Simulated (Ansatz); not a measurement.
Steps of a relaxation of AlClH₇NSi₂ (`[NH2][AlH][SiH2][SiH2]Cl`) with RKS PBE-D4/def2-SVP.

```sh
$ ansatz run in.yaml --threads 4 --pin off --events-out ev --progress --plain --max-ram 10444MiB
```

```yaml
crystal:
  periodic: [false, false, false]
  atoms:
    - {symbol: N, position_ang: [-1.934700, 1.272100, 1.135500]}
    - {symbol: Al, position_ang: [-0.627700, 0.086200, 1.663900]}
    - {symbol: Si, position_ang: [1.246900, -0.216100, 0.294400]}
    - {symbol: Si, position_ang: [0.695200, -0.888300, -1.716400]}
    - {symbol: Cl, position_ang: [-0.607300, 0.555100, -2.587100]}
    - {symbol: H, position_ang: [-1.518700, 2.260100, 0.999800]}
    - {symbol: H, position_ang: [-2.278700, 1.012900, 0.182700]}
    - {symbol: H, position_ang: [-0.746400, -0.721500, 3.014000]}
    - {symbol: H, position_ang: [2.163600, -1.213100, 0.952200]}
    - {symbol: H, position_ang: [2.004700, 1.057700, 0.204800]}
    - {symbol: H, position_ang: [-0.138600, -2.156700, -1.560700]}
    - {symbol: H, position_ang: [1.818800, -1.103600, -2.549100]}
basis:
  gaussian: {orbitals: def2-SVP}
hamiltonian: {xc: pbe, dispersion: d4}
relax: {f_tol: 0.03, max_steps: 200}
```

Positions (Å) and forces (eV/Å) along the path, 10 of 20 steps:

```xyz
12
step=1 energy=-36448.9887 eV
N    -1.935    1.272    1.135    0.685    1.139   -0.518
Al   -0.628    0.086    1.664   -0.978    0.500    0.269
Si    1.247   -0.216    0.294    1.076    0.245    1.514
Si    0.695   -0.888   -1.716   -2.256   -0.412   -0.603
Cl   -0.607    0.555   -2.587    0.302   -0.244    0.168
H    -1.519    2.260    1.000   -0.771   -1.522    0.175
H    -2.279    1.013    0.183    0.115    0.282    0.415
H    -0.746   -0.722    3.014   -0.128   -0.111    0.286
H     2.164   -1.213    0.952    0.173   -0.170   -0.127
H     2.005    1.058    0.205    0.257    0.427   -0.100
H    -0.139   -2.157   -1.561    0.245    0.169   -0.197
H     1.819   -1.104   -2.549    1.280   -0.303   -1.281
12
step=5 energy=-36449.6889 eV
N    -1.948    1.199    1.035   -0.010    1.426   -0.344
Al   -0.663    0.162    1.740    0.174   -0.181    0.146
Si    1.338   -0.285    0.366   -0.060   -0.088   -0.087
Si    0.697   -0.978   -1.792    0.073   -0.024    0.045
Cl   -0.617    0.496   -2.530   -0.020    0.018    0.020
H    -2.115    2.162    1.440   -0.159   -1.190   -0.257
H    -1.944    1.331    0.002    0.084   -0.087    0.491
H    -0.835   -0.430    3.222    0.017    0.130   -0.039
H     2.306   -1.307    0.918   -0.011    0.001   -0.007
H     2.109    1.004    0.165   -0.027   -0.038    0.011
H    -0.069   -2.274   -1.744    0.003   -0.005   -0.016
H     1.818   -1.135   -2.790   -0.064    0.037    0.036
12
step=6 energy=-36449.7662 eV
N    -1.913    1.175    1.034    0.165    0.984   -0.143
Al   -0.588    0.204    1.771   -0.394   -0.149    0.195
Si    1.353   -0.323    0.348    0.010   -0.019    0.025
Si    0.704   -0.983   -1.814   -0.058   -0.018    0.003
Cl   -0.613    0.501   -2.530    0.014    0.000    0.038
H    -2.242    2.054    1.499   -0.061   -0.860   -0.245
H    -1.886    1.364    0.019    0.024   -0.007    0.182
H    -0.946   -0.271    3.271    0.316    0.069   -0.093
H     2.325   -1.345    0.891   -0.014   -0.002   -0.009
H     2.121    0.966    0.152    0.017   -0.030    0.000
H    -0.060   -2.280   -1.789    0.014   -0.003   -0.010
H     1.823   -1.116   -2.817   -0.033    0.035    0.057
12
step=8 energy=-36449.9315 eV
N    -1.827    1.163    0.965   -0.033    0.463    0.058
Al   -0.580    0.208    1.814   -0.055   -0.045   -0.030
Si    1.319   -0.348    0.363    0.058   -0.047    0.070
Si    0.672   -0.965   -1.807   -0.023    0.003    0.019
Cl   -0.589    0.569   -2.516   -0.036    0.009    0.017
H    -2.430    1.853    1.435   -0.064   -0.320   -0.104
H    -1.775    1.390   -0.035    0.043   -0.068    0.045
H    -0.797   -0.120    3.368    0.069    0.031   -0.058
H     2.270   -1.394    0.891    0.015   -0.019   -0.015
H     2.118    0.924    0.177    0.034   -0.022   -0.011
H    -0.108   -2.252   -1.831   -0.011    0.012   -0.008
H     1.805   -1.084   -2.790    0.001    0.003    0.016
12
step=13 energy=-36450.0068 eV
N    -1.794    1.172    0.899    0.062   -0.027    0.055
Al   -0.513    0.304    1.787   -0.054    0.007   -0.054
Si    1.412   -0.319    0.394    0.038   -0.015    0.001
Si    0.630   -0.896   -1.747    0.001   -0.001    0.001
Cl   -0.617    0.672   -2.414    0.010    0.012   -0.010
H    -2.656    1.542    1.305   -0.039   -0.001   -0.012
H    -1.751    1.374   -0.105    0.007   -0.011    0.006
H    -0.728   -0.032    3.335    0.016    0.026    0.008
H     2.219   -1.491    0.907   -0.016    0.024   -0.010
H     2.375    0.829    0.186   -0.017   -0.022    0.009
H    -0.203   -2.150   -1.725    0.002    0.009    0.002
H     1.703   -1.061   -2.789   -0.010   -0.001    0.003
12
step=15 energy=-36450.0123 eV
N    -1.822    1.072    0.862    0.027    0.006    0.086
Al   -0.481    0.344    1.793   -0.104    0.031   -0.017
Si    1.437   -0.320    0.407   -0.018   -0.021   -0.010
Si    0.617   -0.837   -1.737   -0.028    0.010   -0.023
Cl   -0.566    0.782   -2.411    0.039   -0.012    0.015
H    -2.708    1.418    1.246    0.105   -0.045   -0.074
H    -1.773    1.234   -0.152   -0.036   -0.021    0.070
H    -0.640    0.144    3.375    0.008    0.016   -0.052
H     2.167   -1.555    0.888   -0.008    0.021    0.009
H     2.466    0.776    0.255   -0.001   -0.007   -0.023
H    -0.280   -2.048   -1.694    0.016    0.015    0.003
H     1.660   -1.064   -2.798    0.000    0.007    0.017
12
step=16 energy=-36450.0143 eV
N    -1.829    1.058    0.865    0.086   -0.042    0.060
Al   -0.478    0.349    1.797   -0.106    0.067   -0.034
Si    1.433   -0.325    0.405   -0.021   -0.017   -0.002
Si    0.614   -0.833   -1.742    0.000    0.012    0.004
Cl   -0.536    0.812   -2.410    0.031   -0.037    0.018
H    -2.716    1.400    1.247    0.048   -0.020   -0.044
H    -1.790    1.199   -0.152   -0.028   -0.007    0.072
H    -0.620    0.182    3.384    0.005    0.007   -0.054
H     2.154   -1.559    0.900   -0.001    0.010   -0.006
H     2.470    0.761    0.240   -0.005   -0.001   -0.005
H    -0.293   -2.035   -1.707    0.001    0.025   -0.013
H     1.668   -1.066   -2.791   -0.010    0.004    0.004
12
step=17 energy=-36450.0156 eV
N    -1.837    1.053    0.873    0.122   -0.068    0.010
Al   -0.476    0.358    1.800   -0.094    0.052   -0.040
Si    1.426   -0.332    0.405   -0.003   -0.016   -0.007
Si    0.621   -0.838   -1.746   -0.030    0.024   -0.001
Cl   -0.503    0.828   -2.404    0.016   -0.021    0.010
H    -2.723    1.390    1.256   -0.021    0.011   -0.004
H    -1.810    1.177   -0.147   -0.012    0.003    0.056
H    -0.604    0.210    3.388    0.006    0.006   -0.033
H     2.152   -1.558    0.911    0.005   -0.002    0.000
H     2.460    0.754    0.226    0.000    0.003    0.003
H    -0.308   -2.024   -1.736    0.011    0.010    0.001
H     1.678   -1.074   -2.790    0.001   -0.002    0.005
12
step=18 energy=-36450.0160 eV
N    -1.845    1.038    0.872    0.121   -0.046   -0.022
Al   -0.474    0.364    1.796   -0.060    0.028   -0.015
Si    1.426   -0.342    0.406   -0.010    0.015   -0.005
Si    0.619   -0.834   -1.746   -0.011    0.003   -0.003
Cl   -0.487    0.845   -2.401    0.016   -0.024    0.014
H    -2.727    1.381    1.257   -0.045    0.016    0.016
H    -1.822    1.164   -0.147   -0.010   -0.005    0.040
H    -0.588    0.236    3.386   -0.002    0.004   -0.016
H     2.155   -1.563    0.916   -0.004   -0.008   -0.005
H     2.458    0.746    0.223    0.004    0.003    0.004
H    -0.318   -2.013   -1.746    0.005    0.012    0.000
H     1.682   -1.076   -2.783   -0.004    0.001   -0.008
12
step=20 energy=-36450.0165 eV
N    -1.845    1.018    0.866    0.017   -0.006   -0.006
Al   -0.469    0.373    1.797   -0.013    0.004    0.002
Si    1.429   -0.341    0.408    0.008    0.004    0.001
Si    0.618   -0.824   -1.744   -0.010   -0.001   -0.011
Cl   -0.478    0.862   -2.392    0.000    0.000    0.002
H    -2.731    1.359    1.246   -0.005    0.001    0.002
H    -1.824    1.131   -0.154   -0.005    0.001    0.008
H    -0.579    0.273    3.389    0.001    0.001   -0.006
H     2.141   -1.575    0.912   -0.001    0.000    0.000
H     2.474    0.736    0.237    0.000   -0.004    0.000
H    -0.330   -1.994   -1.740    0.003    0.000    0.003
H     1.670   -1.073   -2.790    0.004    0.000    0.005
```

Run time 34 s (4 threads of an Arm Neoverse V1 on a shared host); peak host memory 0.18 GiB.
